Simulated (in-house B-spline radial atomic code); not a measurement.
## Neutral zinc: [Ne] 3s2 3p5 3d10 4s2 8d1 (an excited or competing configuration)

Method: Dirac-Hartree-Fock, average of configuration, Fermi nucleus of rms radius 3.9283 fm. Calculated with a B-spline radial code for spherical atoms.

Screening seen three ways: the hydrogenic charge with the same mean radius, Z_r = [3n² - l(l+1)]/(2<r>), the one with the same energy, Z_e = n√(-2ε), and Slater's rules. Values are occupation-weighted means over j.

```csv
shell,electrons,ε (eV),<r> (bohr),Z_r,Z_e,Slater
1s,2,-9758.4,0.05028,29.84,26.78,29.70
2s,2,-1254.4,0.2249,26.68,19.20,25.85
2p,6,-1085.9,0.1982,25.23,17.87,25.85
3s,2,-174.1,0.6757,19.98,10.73,19.10
3p,5,-124.06,0.7059,17.71,9.06,19.10
3d,10,-37.922,0.8222,12.77,5.01,9.85
4s,2,-18.055,2.363,10.16,4.61,5.20
8d,1,-0.28104,69.57,1.34,1.15,1.00
```

The least bound orbital is 8d5/2 at -0.281 eV, and it is also the most diffuse (<r> = 69.58 bohr). The part-filled 3p shell lies below the filled 4s shell in orbital energy.

Spin-orbit splittings of the orbital energies (j = l + 1/2 above j = l - 1/2 when positive): 2p 24.21 eV, 3p 3.297 eV, 3d 0.4433 eV, 8d 5.731e-05 eV.

For the 1s electron the small component carries 1.17 % of the norm, the zero-frequency Breit interaction raises the level by 13.13 eV, self-energy by 6.729 eV, and vacuum polarisation lowers it by 0.6237 eV.
